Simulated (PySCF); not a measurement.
**How methods differ on the excitation energy of Al⁺**

Al⁺ [Ne] 3s2 (1S) → Al⁺ [Ne] 3d2 (3F), as a difference of total energies. Calculation: PySCF 2.14, in aug-cc-pwCVDZ (6s5p3d, 36 functions); the non-relativistic Hamiltonian (point nucleus). Correlated levels: nothing frozen. The calculations carry no spin-orbit coupling.

| method | excitation energy (eV) |
| --- | --- |
| UHF | 24.292 |
| MP2 (all electrons) | 25.325 |
| SCS-MP2 (all electrons) | 25.400 |
| CCSD (all electrons) | 25.583 |
| CCSD(T) (all electrons) | 25.608 |

Question: How much does correlation contribute at CCSD(T) (all electrons)?

Answer: 25.608 − (24.292) = 1.316 eV, measured against UHF.

The upper state lies above the first ionisation limit, where it may autoionise and the basis confines it.

The promoted electron is Rydberg-like, and one or two diffuse shells describe it only roughly, which tends to raise the upper state.
